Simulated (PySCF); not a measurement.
Isomers of C3H12OSi3, one GFN2-xTB conformer each. Single-point energies are computed at PBE0/pcSseg-1 (PySCF, gas phase, no added dispersion term), electronic only.

```json
{"SMILES": "C=CCO[SiH2][SiH2][SiH3]", "GFN2-xTB relative energy (kJ/mol)": "0.0"}
{"SMILES": "O=CCC[SiH2][SiH2][SiH3]", "GFN2-xTB relative energy (kJ/mol)": "109.3"}
```

Conformers: `[CH2:1]=[CH:2][CH2:3][O:4][SiH2:5][SiH2:6][SiH3:7]` with C1–C2–C3–O4 -5°, C2–C3–O4–Si5 -87°, C3–O4–Si5–Si6 175°, O4–Si5–Si6–Si7 -16°; `[O:1]=[CH:2][CH2:3][CH2:4][SiH2:5][SiH2:6][SiH3:7]` with O1–C2–C3–C4 16°, C2–C3–C4–Si5 -48°, C3–C4–Si5–Si6 99°, C4–Si5–Si6–Si7 -14°.

Question: What does PBE0/pcSseg-1 give for the same structures?

Answer: 
| SMILES | PBE0/pcSseg-1 E (Eh) | PBE0/pcSseg-1 (kJ/mol) | GFN2-xTB (kJ/mol) | point group |
| --- | --- | --- | --- | --- |
| O=CCC[SiH2][SiH2][SiH3] | -1064.57167 | 0.0 | 109.3 | C1 |
| C=CCO[SiH2][SiH2][SiH3] | -1064.56902 | 7.0 | 0.0 | C1 |

GFN2-xTB puts C=CCO[SiH2][SiH2][SiH3] lowest instead. As drawn, the lower has a C=O bond and an Si–C bond, which the higher lacks; the higher has an Si–O bond and a C=C bond outside aromatic rings, which the lower lacks. Neighbours under 10 kJ/mol apart (O=CCC[SiH2][SiH2][SiH3] and C=CCO[SiH2][SiH2][SiH3]) can change places with a better method, another conformer or zero-point energy.

Question: Which frontier levels, dipoles and rotational constants go with these structures?

Answer: 
```json
{"SMILES": "O=CCC[SiH2][SiH2][SiH3]", "HOMO (eV, PBE0/pcSseg-1)": "-7.66", "LUMO (eV)": "-1.26", "dipole (D)": "3.57", "A, B, C (MHz)": "1840, 1051, 812.5"}
{"SMILES": "C=CCO[SiH2][SiH2][SiH3]", "HOMO (eV, PBE0/pcSseg-1)": "-7.59", "LUMO (eV)": "-0.72", "dipole (D)": "1.35", "A, B, C (MHz)": "1959, 806.2, 658.5"}
```

Question: As an exercise, what shares would exp(−E/RT) give at 1000 K from these electronic energies alone (no entropy, no degeneracies)?

Answer: RT = 8.314 kJ/mol: O=CCC[SiH2][SiH2][SiH3] 69.8 %, C=CCO[SiH2][SiH2][SiH3] 30.2 %.
